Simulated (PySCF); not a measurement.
C₂Cl₃, SMILES Cl[C]=C(Cl)Cl, multiplicity 2. Geometry: PBE-D3(BJ)/def2-SVP. The isomer is the one that the SMILES or the coordinates give; other isomers of the formula were not compared.

Calculation: PBE-D3(BJ)/def2-SVP in PySCF.

Harmonic wavenumbers (cm⁻¹): 122, 183, 255, 378, 422, 577, 819, 859, 1664. Rotational constants (GHz): 3.622, 1.456, 1.039; symmetry number 1.

Question: Work out the zero-point energy and the ideal-gas rigid-rotor harmonic-oscillator thermochemistry at 298.15 K and 1 atm.

Answer: ZPE = ½ Σ hcν = ½ × 5279 cm⁻¹ = 31.57 kJ/mol. H − E(el) = 48.56 kJ/mol. Entropy in J/(mol K): translation 169.49, rotation 119.09, vibration 41.22, spin 5.76, total 335.56. G − E(el) = -51.49 kJ/mol. Cp = 78.40 J/(mol K). Modes under 150 cm⁻¹ make the vibrational entropy uncertain.
